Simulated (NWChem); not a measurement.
## Basis-set convergence for H$_{4}$Ge

SMILES: [GeH4]
```xyz
5

Ge     0.0000     0.0000     0.0000
H      0.0000    -1.2642    -0.8939
H      0.0000     1.2642    -0.8939
H      1.2642     0.0000     0.8939
H     -1.2642     0.0000     0.8939
```
Charge 0, spin multiplicity 1.

The numbers come from NWChem runs, not from measurements. Structure: optimised with PBE/def2-SVP, a minimum by its harmonic frequencies.

Quantity: LUMO energy at the level PBE0.

The Hamiltonian is non-relativistic. The Pople sets run with spherical d functions. The structure started from a generated list of species.

```
basis       functions  LUMO energy (eV)
----------  ---------  ----------------
STO-3G             22              8.20
3-21G              30              1.96
6-31G*             40                 …
def2-SVP           52                 …
6-311G**           68              1.04
def2-SVPD          70                 …
def2-TZVP          72              0.98
pcseg-2            99              0.50
def2-TZVPP        104              0.97
cc-pVQZ           188              0.85
```

What belongs in the gaps?


- 6-31G*, LUMO energy (eV): 1.76
- def2-SVP, LUMO energy (eV): 1.52
- def2-SVPD, LUMO energy (eV): 0.18

This LUMO lies above zero in the largest set, so its value hangs on the diffuse functions.
